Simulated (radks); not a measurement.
Values are calculated unless marked as measured or tabulated.
Question: Isoelectronic series with 5 electrons, all held in the configuration [He] 2s2 2p1, which need not be the ground one along the series. Level of theory: scalar-relativistic Kohn-Sham, r2SCAN, spin-unpolarised, spherical densities, finite nucleus; meta-GGA in the generalised Kohn-Sham scheme; Fermi nuclear charge, rms radius of each element as measured or else 0.836 A^(1/3) + 0.57 fm (a radial shooting solver on a logarithmic mesh with Libxc functionals). Total energies (hartree) and mean radii <r> (bohr):

ion,E (hartree),2p,2s
B,-24.61555,2.299,1.962
C+,-37.37624,1.512,1.466
N2+,-52.90156,1.145,1.172
O3+,-71.18993,0.9249,0.9778
F4+,-92.24273,0.7773,0.8390
Ne5+,-116.06268,0.6709,0.7349
Mg7+,-172.01880,0.5272,0.5890
Si9+,-239.09384,0.4345,0.4913
P10+,-276.81442,0.3994,0.4537
S11+,-317.33189,0.3695,0.4214

Estimate the row of Al8+.

Answer: E (hartree) -204.16389; 2p 0.4764; 2s 0.5358.
